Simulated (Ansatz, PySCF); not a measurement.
Potential energy curve for SMILES BO (H3BO), singlet. The B1–O4 bond (B1 also carries H, H; O4 carries H) is pulled apart rigidly from the PBE0/def2-TZVP optimised geometry.

Computed with: UHF/cc-pVTZ (Ansatz, a quantum-chemistry and plane-wave program); RHF/cc-pVTZ (Ansatz); UKS-B3LYP = unrestricted B3LYP/cc-pVTZ (Ansatz); RKS-B3LYP = restricted B3LYP/cc-pVTZ (Ansatz); UKS-PBE = unrestricted PBE/cc-pVTZ (Ansatz); RKS-PBE = restricted PBE/cc-pVTZ (Ansatz); UKS-B3LYP/6-31G* = unrestricted B3LYP/6-31G*, spherical d (PySCF 2.14.0); RKS-B3LYP/6-31G* = restricted B3LYP/6-31G*, spherical d (PySCF 2.14.0); UKS-LDA (SVWN5)/6-31G* = PySCF with unrestricted LDA (SVWN5)/6-31G*, spherical d; RKS-LDA (SVWN5)/6-31G* = restricted LDA (SVWN5)/6-31G*, spherical d (PySCF).

Scanned distances (Å): 1.09, 1.13, 1.21, 1.27, 1.33, 1.35, 1.39, 1.43, 1.46, 1.57, 1.68, 1.80, 2.05, 2.19, 2.43, 2.67, 2.95, 3.28, 3.66, 4.07, 4.73.

Problem. Where does the unrestricted solution first break spin symmetry (<S²> of 0.01 or more)?

Solution. UHF: between 2.05 and 2.19 Å; UKS-B3LYP: between 2.19 and 2.43 Å; UKS-PBE: between 2.43 and 2.67 Å; UKS-B3LYP/6-31G*: between 2.19 and 2.43 Å; UKS-LDA (SVWN5)/6-31G*: between 2.67 and 2.95 Å.

```tsv
R / Å	<S²> UHF	E(RHF) − E(UHF) / kcal/mol	<S²> UKS-B3LYP	E(RKS-B3LYP) − E(UKS-B3LYP) / kcal/mol	<S²> UKS-PBE	E(RKS-PBE) − E(UKS-PBE) / kcal/mol	<S²> UKS-B3LYP/6-31G*	E(RKS-B3LYP/6-31G*) − E(UKS-B3LYP/6-31G*) / kcal/mol	<S²> UKS-LDA (SVWN5)/6-31G*	E(RKS-LDA (SVWN5)/6-31G*) − E(UKS-LDA (SVWN5)/6-31G*) / kcal/mol
1.09	0.00	0.0	0.00	0.0	0.00	0.0	0.00	0.0	0.00	0.0
1.13	0.00	0.0	0.00	0.0	0.00	0.0	0.00	0.0	0.00	0.0
1.21	0.00	0.0	0.00	0.0	0.00	0.0	0.00	0.0	0.00	0.0
1.27	0.00	0.0	0.00	0.0	0.00	0.0	0.00	0.0	0.00	0.0
1.33	0.00	0.0	0.00	0.0	0.00	0.0	0.00	0.0	0.00	0.0
1.35	0.00	0.0	0.00	0.0	0.00	0.0	0.00	0.0	0.00	0.0
1.39	0.00	0.0	0.00	0.0	0.00	0.0	0.00	0.0	0.00	0.0
1.43	0.00	0.0	0.00	0.0	0.00	0.0	0.00	0.0	0.00	0.0
1.46	0.00	0.0	0.00	0.0	0.00	0.0	0.00	0.0	0.00	0.0
1.57	0.00	0.0	0.00	0.0	0.00	0.0	0.00	0.0	0.00	0.0
1.68	0.00	0.0	0.00	0.0	0.00	0.0	0.00	0.0	0.00	0.0
1.80	0.00	0.0	0.00	0.0	0.00	0.0	0.00	0.0	0.00	0.0
2.05	0.00	0.0	0.00	0.0	0.00	0.0	0.00	0.0	0.00	0.0
2.19	0.43	3.9	0.00	0.0	0.00	0.0	0.00	0.0	0.00	0.0
2.43	0.77	21.5	0.02	0.0	0.00	0.0	0.08	0.1	0.00	0.0
2.67	0.90	41.1	0.43	3.4	0.16	0.3	0.47	4.3	0.00	0.0
2.95	0.96	61.5	0.67	10.6	0.50	3.7	0.70	12.3	0.34	1.3
3.28	0.99	81.0	0.82	18.9	0.69	9.1	0.84	21.4	0.61	5.3
3.66	1.00	98.5	0.91	26.6	0.80	14.4	0.93	29.9	0.76	10.2
4.07	1.01	112.8	0.96	32.8	0.86	18.4	0.97	36.7	0.83	14.2
4.73	1.01	128.6	0.99	39.3	0.91	22.1	1.00	43.4	0.88	17.7
```
